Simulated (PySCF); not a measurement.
CBr₃ (SMILES Br[C](Br)Br), doublet, at a GFN2-xTB geometry. Base run: HF/STO-3G (PySCF).

Input for PySCF:
```python
from pyscf import gto, scf

mol = gto.Mole()
mol.atom = '''
    Br   -0.90210057    1.60547864    0.00874749
    C    -0.00024609   -0.00644433    0.35123384
    Br   -0.93921857   -1.58329200   -0.04978510
    Br    1.84136133   -0.02108190   -0.01917391
'''
mol.basis = 'sto-3g'
mol.spin = 1
mol.verbose = 4
mol.build()

mf = scf.UHF(mol)
mf.kernel()
mo_i, mo_e, stable_i, stable_e = mf.stability(internal=True, external=True, return_status=True, nroots=6, tol=1e-6)
print('internally stable:', stable_i, ' externally stable:', stable_e)
if not stable_i:
    umf = mf.copy()
    umf.scf_summary = {}
    umf.kernel(umf.make_rdm1(mo_i, mf.mo_occ))
mf.analyze()
```

The bond that is stretched is that between atoms 3 and 2. A test that says stable can miss a lower solution.

The base run was repeated with changes; each row names its change, and settings that it needs were set with it.

```csv
change,ΔE vs base (mEh),<S^2>,E after following the instability (Eh),<S^2> there,stability test says,outcome
base,0.000,0.771,-,-,stable,converged
bond × 1.25,-,-,-,-,-,not converged
bond × 1.5,152.2,0.793,-7671.27128,1.36,internal instability,converged
bond × 1.8,116.3,0.750,-7671.26588,1.42,internal instability,converged
bond × 2.2,-,-,-,-,-,not converged
bond × 3.0,86.313,1.769,-7671.27797,1.77,internal instability,converged
```

On stretching, the SCF can end on different states; <S^2> shows the spin contamination of each.
